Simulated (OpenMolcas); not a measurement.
# Computed transition rates of Si

```json
{
  "Program": "OpenMolcas",
  "Method": "MS-RASPT2, IPEA 0.25 Eh, imaginary shift 0.1 Eh (closed shells correlated: 2s 2p 3s)",
  "Basis": "ANO-RCC [8s7p5d4f2g]",
  "Scalar Hamiltonian": "DKH2, point nucleus",
  "Active space": "2 electrons in 9 orbitals (RAS2 3p; RAS3 3d 4s, at most 1 electron)",
  "State averaging": "2S+1 = 3 even, 3 roots; 2S+1 = 1 even, 6 roots; 2S+1 = 3 odd, 18 roots; 2S+1 = 1 odd, 18 roots",
  "Spin-orbit coupling": "state interaction with AMFI integrals over the reference wave functions, term energies averaged over their components"
}
```

Rates come from the transition moments of the reference wave functions (E1 and E2 in the length form). At fixed line strength A goes as λ^-3 for E1 and M1 and as λ^-5 for E2, so a rate at the computed wavelength can be rescaled to the measured one. Measured vacuum wavelengths follow from level energies in NIST Handbook of Basic Atomic Spectroscopic Data. Branching counts decays inside the model space alone, at computed energies, and the table is only a selection of the E2 and M1 lines, drawn from those between levels with measured partners whose computed energy lies within a factor of 1.5 of the measured one.

```json
{"Upper": "3s² 3p² ³P₂", "Lower": "3s² 3p² ³P₁", "Type": "M1", "λ computed (nm)": "77770", "λ measured (nm)": "68470", "A computed (s-1)": "2.88e-05", "A rescaled (s-1)": "4.22e-05", "Branching %": "100.0"}
{"Upper": "3s² 3p² ¹D₂", "Lower": "3s² 3p² ³P₂", "Type": "M1", "λ computed (nm)": "1713", "λ measured (nm)": "1646", "A computed (s-1)": "1.93e-03", "A rescaled (s-1)": "", "Branching %": "73.1"}
{"Upper": "3s² 3p² ¹D₂", "Lower": "3s² 3p² ³P₂", "Type": "E2", "λ computed (nm)": "1713", "λ measured (nm)": "1646", "A computed (s-1)": "2.05e-05", "A rescaled (s-1)": "", "Branching %": "0.8"}
{"Upper": "3s² 3p² ¹D₂", "Lower": "3s² 3p² ³P₁", "Type": "M1", "λ computed (nm)": "1676", "λ measured (nm)": "1607", "A computed (s-1)": "6.88e-04", "A rescaled (s-1)": "", "Branching %": "26.0"}
{"Upper": "3s² 3p² ¹S₀", "Lower": "3s² 3p² ¹D₂", "Type": "E2", "λ computed (nm)": "766.5", "λ measured (nm)": "1099", "A computed (s-1)": "6.39e+00", "A rescaled (s-1)": "1.05e+00", "Branching %": "99.4"}
{"Upper": "3s² 3p² ¹S₀", "Lower": "3s² 3p² ³P₁", "Type": "M1", "λ computed (nm)": "525.9", "λ measured (nm)": "652.9", "A computed (s-1)": "3.33e-02", "A rescaled (s-1)": "", "Branching %": "0.5"}
```

Spin-changing lines and M1 lines between different terms are not rescaled, since their strength hangs on the term gaps too.

The largest correction is for 3s² 3p² ¹S₀ → 3s² 3p² ¹D₂ (E2): 6.39e+00 × (766.5 / 1099)^5 = 1.05e+00 s-1, a factor of 0.17.

No measured rate stands beside these. Rescaling mends the energy factor alone: line strengths can still be far off where a level mixes with configurations outside the active space, and weak or spin-changing lines hang on small mixing coefficients that depend on the term gaps too, so rescaling need not improve them.

CASPT2 breaks the degeneracy within a term, and the mean is taken; among the terms shown or strongly mixed into the levels shown the widest spread is 120 cm-1 (3s² 3p² ¹D). With the s shell closed, the reference lacks s² → p² mixing. Some terms miss by over 15 % even with CASPT2, which points to a basis or an active space too small for the shells correlated. Computed and measured levels are paired by configuration, term and J; levels that our copy of the source lacks, or whose pairing is in doubt (as where it misses far off the trend of its configuration), stay unpaired. Only configurations of the active space appear.
